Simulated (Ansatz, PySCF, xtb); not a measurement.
Complex: HCl (SMILES Cl) (first 2 atoms) with CH4 (SMILES C); geometry from B3LYP-D3(BJ)/def2-TZVP, rigid monomers moved along the line of their centres of mass till H2···C3 is 2.90 Å.
(charge 0, multiplicity 1):
```csv
atom,x (Å),y (Å),z (Å)
Cl,-0.4127,-0.3469,-0.4821
H,-0.2910,-0.2431,0.7911
C,-0.0071,0.0031,3.6618
H,-0.9374,0.4789,3.3517
H,0.0941,0.0943,4.7420
H,-0.0225,-1.0537,3.3952
H,0.8398,0.4951,3.1835
```

Monomers are frozen at their geometry in the pair; levels with a basis set take the counterpoise correction. Rows marked so take none.

Rows in 3-21G carry no dispersion term and start afresh at each structure.

The values were computed with Ansatz (a first-principles code) with Gaussian orbitals; PySCF for 3-21G rows; xtb for the GFN methods. Values without a source in brackets are computed.

Question: Give the interaction energy at the level GFN-FF.

Answer: -0.3 kcal/mol
